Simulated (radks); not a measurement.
Coherent X-ray form factor from a spherical all-electron density. Method: Dirac Kohn-Sham, PBE, spin-unpolarised, spherical densities, point nucleus; computed with a radial shooting solver on a logarithmic mesh with Libxc functionals.

| sin(theta)/lambda (1/angstrom) | f0 (electrons) |
|---|---|
| 0.05 | 34.530 |
| 0.1 | 33.225 |
| 0.15 | 31.357 |
| 0.2 | 29.243 |
| 0.25 | 27.142 |
| 0.3 | 25.205 |
| 0.4 | 21.967 |
| 0.5 | 19.379 |
| 0.6 | 17.136 |
| 0.8 | 13.256 |
| 1 | 10.278 |
| 1.25 | 7.897 |
| 1.5 | 6.575 |
| 2 | 5.199 |

The species is in the configuration that NIST lists as its ground one. Which atom or ion scatters so?

Answer. The rubidium ion Rb2+, [Ar] 3d10 4s2 4p5. Extrapolating in s^2 from the first two rows gives f0(0) = 35.0, near the electron count 35; among species with that count, the fall with angle is slower the higher Z, and the table is that of Z = 37; from so few rows the species is fixed only to a neighbour or two.
